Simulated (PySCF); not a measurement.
Isomers of C8H15PS, mass 174.063 u with the commonest isotopes. Method used: PySCF 2.14.0, PBE0-D3(BJ)/def2-SVP geometry optimisation, gas phase. One conformer each, none proved a minimum here; rigid rotors.

Question: Order these by radius of gyration √(Σ m r²/M), smallest first.
A. `[CH3:1][CH:2]([CH3:3])[CH2:4][P:5]1(=[S:6])[CH2:7][CH:8]=[CH:9][CH2:10]1` with C1–C2–C4–P5 174°, C2–C4–P5–S6 -40°, C4–P5–C7–C8 -89°, P5–C7–C8–C9 -14°, C8–C9–C10–P5 14°, C4–P5–C10–C9 87°
B. `[CH2:1]1[CH2:2][CH:3]([P:4]2[CH2:5][CH2:6][S:7][CH2:8][CH2:9]2)[CH2:10]1` with C2–C3–P4–C5 178°, C10–C1–C2–C3 -18°, C1–C2–C3–P4 139°, C3–P4–C5–C6 -163°, P4–C5–C6–S7 68°
C. `[CH2:1]=[CH:2][P@@:3](=[S:4])([C:5](=[CH2:6])[CH3:7])[CH:8]([CH3:9])[CH3:10]` with C1–C2–P3–S4 0°, C2–P3–C5–C6 48°, C2–P3–C8–C9 65°
D. `[CH3:1][CH2:2][C:3]1=[C:4]([CH3:5])[CH2:6][CH2:7][P@@:8]1([CH3:9])=[S:10]` with C1–C2–C3–C4 -88°, C3–C4–C6–C7 -15°, C4–C6–C7–P8 21°, C6–C7–P8–C9 88°, C2–C3–P8–C7 -167°

Answer: C (2.216 Å), D (2.268 Å), A (2.345 Å), B (2.567 Å).

Question: Order these by rotational constant B, smallest first.
A. `[CH3:1][CH2:2][C:3]1=[C:4]([CH3:5])[CH2:6][CH2:7][P@@:8]1([CH3:9])=[S:10]` with C1–C2–C3–C4 -88°, C3–C4–C6–C7 -15°, C4–C6–C7–P8 21°, C6–C7–P8–C9 88°, C2–C3–P8–C7 -167°
B. `[CH3:1][CH:2]([CH3:3])[CH2:4][P:5]1(=[S:6])[CH2:7][CH:8]=[CH:9][CH2:10]1` with C1–C2–C4–P5 174°, C2–C4–P5–S6 -40°, C4–P5–C7–C8 -89°, P5–C7–C8–C9 -14°, C8–C9–C10–P5 14°, C4–P5–C10–C9 87°
C. `[CH2:1]1[CH2:2][CH:3]([P:4]2[CH2:5][CH2:6][S:7][CH2:8][CH2:9]2)[CH2:10]1` with C2–C3–P4–C5 178°, C10–C1–C2–C3 -18°, C1–C2–C3–P4 139°, C3–P4–C5–C6 -163°, P4–C5–C6–S7 68°
D. `[CH2:1]=[CH:2][P@@:3](=[S:4])([C:5](=[CH2:6])[CH3:7])[CH:8]([CH3:9])[CH3:10]` with C1–C2–P3–S4 0°, C2–P3–C5–C6 48°, C2–P3–C8–C9 65°

Answer: C (513.5 MHz), B (730.3 MHz), A (870.0 MHz), D (900.1 MHz).

Question: Order these by out-of-plane moment Σ m c² = (Ia + Ib − Ic)/2, smallest first.
A. `[CH3:1][CH2:2][C:3]1=[C:4]([CH3:5])[CH2:6][CH2:7][P@@:8]1([CH3:9])=[S:10]` with C1–C2–C3–C4 -88°, C3–C4–C6–C7 -15°, C4–C6–C7–P8 21°, C6–C7–P8–C9 88°, C2–C3–P8–C7 -167°
B. `[CH2:1]1[CH2:2][CH:3]([P:4]2[CH2:5][CH2:6][S:7][CH2:8][CH2:9]2)[CH2:10]1` with C2–C3–P4–C5 178°, C10–C1–C2–C3 -18°, C1–C2–C3–P4 139°, C3–P4–C5–C6 -163°, P4–C5–C6–S7 68°
C. `[CH2:1]=[CH:2][P@@:3](=[S:4])([C:5](=[CH2:6])[CH3:7])[CH:8]([CH3:9])[CH3:10]` with C1–C2–P3–S4 0°, C2–P3–C5–C6 48°, C2–P3–C8–C9 65°
D. `[CH3:1][CH:2]([CH3:3])[CH2:4][P:5]1(=[S:6])[CH2:7][CH:8]=[CH:9][CH2:10]1` with C1–C2–C4–P5 174°, C2–C4–P5–S6 -40°, C4–P5–C7–C8 -89°, P5–C7–C8–C9 -14°, C8–C9–C10–P5 14°, C4–P5–C10–C9 87°

Answer: B (38.87 u·Å²), A (101.42 u·Å²), D (122.88 u·Å²), C (211.70 u·Å²).

```json
{"SMILES": "CC(C)CP1(=S)CC=CC1", "point group": "C1", "Ia (u·Å²)": "388.34", "Ib (u·Å²)": "692.01", "Ic (u·Å²)": "834.59", "κ": "-0.64", "μa (D)": "0.73", "μb (D)": "4.24", "μc (D)": "0.41"}
{"SMILES": "CCC1=C(C)CC[P@@]1(C)=S", "point group": "C1", "Ia (u·Å²)": "415.70", "Ib (u·Å²)": "580.90", "Ic (u·Å²)": "793.77", "κ": "-0.19", "μa (D)": "4.25", "μb (D)": "2.58", "μc (D)": "1.61"}
{"SMILES": "C1CC(P2CCSCC2)C1", "point group": "Cs", "Ia (u·Å²)": "201.82", "Ib (u·Å²)": "984.23", "Ic (u·Å²)": "1108.31", "κ": "-0.94", "μa (D)": "1.46", "μb (D)": "0.00", "μc (D)": "0.38"}
{"SMILES": "C=C[P@@](=S)(C(=C)C)C(C)C", "point group": "C1", "Ia (u·Å²)": "504.98", "Ib (u·Å²)": "561.45", "Ic (u·Å²)": "643.04", "κ": "0.06", "μa (D)": "1.03", "μb (D)": "0.92", "μc (D)": "3.79"}
```
